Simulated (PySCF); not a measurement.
## Stretching KTe⁺

Set-up: K def2-SVP, Te def2-SVP with ECP28; scalar-relativistic core potentials (PySCF 2.14). Energies in eV from K⁺ + Te in their ground configurations at the same level. State: ³Σ⁻ (triplet), unpaired electrons π ↑↑.

All columns are PBE0. A positive dipole points towards Te; it is taken about the centre of mass and depends on that origin.

| R (Å) | E (eV) | μ (D) | Mulliken charge on K (basis-dependent) | HOMO (eV) | LUMO (eV) | Mayer bond order | ⟨S²⟩ |
| --- | --- | --- | --- | --- | --- | --- | --- |
| 3.172 | -0.263 | -9.75 | 0.88 | -10.93 | -8.44 | 0.24 | 2.00 |
| 3.320 | -0.362 | -10.24 | 0.86 | -10.81 | -8.30 | 0.26 | 2.00 |
| 3.468 | -0.413 | -10.76 | 0.86 | -10.68 | -8.17 | 0.27 | 2.00 |
| 3.578 | -0.429 | -11.16 | 0.86 | -10.57 | -8.07 | 0.27 | 2.00 |
| 3.689 | -0.433 | -11.58 | 0.86 | -10.46 | -7.97 | 0.26 | 2.00 |
| 3.800 | -0.428 | -12.00 | 0.86 | -10.36 | -7.88 | 0.26 | 2.00 |
| 3.947 | -0.411 | -12.58 | 0.87 | -10.21 | -7.76 | 0.24 | 2.00 |
| 4.132 | -0.381 | -13.34 | 0.88 | -10.03 | -7.61 | 0.22 | 2.00 |
| 4.353 | -0.339 | -14.27 | 0.90 | -9.83 | -7.44 | 0.19 | 2.00 |
| 4.648 | -0.283 | -15.54 | 0.92 | -9.57 | -7.22 | 0.16 | 2.00 |

A fit through these points gives, at Re = 3.674 Å, μ = -11.52 D and dμ/dR = -3.77 D/Å; the reduced mass is 29.97 u.

How strong is the fundamental in the double-harmonic approximation, I = 42.26·(dμ/dR)²/μred km/mol?

I = 42.26·(-3.77)²/29.97 = 20.0 km/mol at PBE0.

These are scalar-relativistic numbers at best; spin–orbit coupling would shift them, the dissociation energy most. For an ion De counts to the pair picked by the measured ionisation energies or electron affinities, which need not be the lowest pair at this level. The state is the lowest determinant that a PBE0 search found; another state may lie lower at other levels.
